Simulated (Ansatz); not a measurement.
Cl$_{2}$FHOTi, SMILES `[OH][Ti]([F])([Cl])[Cl]`. Total charge 0; spin multiplicity 1. Correlated methods include outer-core shells of Ti, which these sets cover unevenly. Scalar relativity is left out up to krypton.

Cartesian coordinates in Å:
```
O -1.318 -0.256 -0.309
Ti 0.348 0.106 0.091
F 1.308 -1.331 -0.120
Cl 0.479 0.757 2.173
Cl 1.097 1.672 -1.237
H -1.914 -0.948 -0.598
```

(1) Give the diagnostics of a CCSD(T)/def2-TZVPP run (frozen core, the Gaussian-basis code of Ansatz). (An estimate is asked.)

Answers

(1) Ansatz gave: T1 = 0.0240, largest single amplitude 0.059, largest double 0.033, (T) share of the correlation energy 4.9 %, 13 CCSD cycles. The RHF solution is stable towards an unrestricted one. T1 lies over the customary mark of 0.02 for closed shells; compounds of d metals often pass it without a breakdown.
